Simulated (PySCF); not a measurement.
All of these have the formula C4H4F4. Theory: TDDFT CAM-B3LYP/def2-SVPD, vertical, gas phase, core orbitals frozen in the response (PySCF). Geometries: GFN2-xTB; one conformer of each isolated species. Triplets are in the Tamm–Dancoff approximation. 'Strongest' means the level of largest summed f among the lowest 8 singlets; it needn't be the same kind of state in each.

Question: Rank by computed energy of the strongest computed level, highest first.
A. `F/C=C(\F)CC(F)F`
B. `F[C@@H]1C[C@H](F)C1(F)F`
C. `FC[C@H](F)C=C(F)F`
D. `FC(=CCC(F)F)F`
E. `C(F)(/C=C\CF)(F)F`

Answer: B (9.48 eV), D (7.74 eV), A (7.49 eV), C (7.19 eV), E (7.03 eV).

| SMILES | strongest (eV) | first f ≥ 0.01 (nm) | f (strongest) | α (au) | S1 (eV) | LUMO (eV) | S1 mainly |
| --- | --- | --- | --- | --- | --- | --- | --- |
| F[C@@H]1C[C@H](F)C1(F)F | 9.48 | 134 | 0.02 | 48.1 | 7.91 | 0.82 | H→L (76%) |
| FC(F)=CCC(F)F | 7.74 | 173 | 0.40 | 52.6 | 7.17 | 1.01 | H→L (80%) |
| F/C=C(\F)CC(F)F | 7.49 | 186 | 0.34 | 52.5 | 6.65 | 0.93 | H→L (48%) |
| FC[C@H](F)C=C(F)F | 7.19 | 172 | 0.24 | 51.9 | 7.19 | 0.56 | H→L (90%) |
| FC/C=C\C(F)(F)F | 7.03 | 176 | 0.31 | 51.8 | 7.03 | -0.13 | H→L (97%) |

H and L stand for HOMO and LUMO.

- `F[C@@H]1C[C@H](F)C1(F)F`: Löwdin shares by element: HOMO carbon 46% or more, fluorine 12% or more (atoms not listed hold the other 42%); LUMO carbon 42% or more, hydrogen 10% or more (atoms not listed hold the other 48%).
- `FC(F)=CCC(F)F`: Löwdin shares by element: HOMO carbon 62% or more, fluorine 20% or more (atoms not listed hold the other 18%); LUMO carbon 52% or more, fluorine 11% or more (atoms not listed hold the other 37%).
- `F/C=C(\F)CC(F)F`: Löwdin shares by element: HOMO carbon 61% or more, fluorine 26% or more; LUMO carbon 56% or more, hydrogen 9% or more (atoms not listed hold the other 36%).
- `FC[C@H](F)C=C(F)F`: Löwdin shares by element: HOMO carbon 63% or more, fluorine 20% or more (atoms not listed hold the other 17%); LUMO carbon 57% or more, fluorine 7% or more (atoms not listed hold the other 35%).
- `FC/C=C\C(F)(F)F`: Löwdin shares by element: HOMO carbon 75% or more (atoms not listed hold the other 25%); LUMO carbon 77% (atoms not listed hold the other 23%).

Without π bonds the low states are Rydberg-like; a valence basis with one diffuse set may place them up to an eV too high.
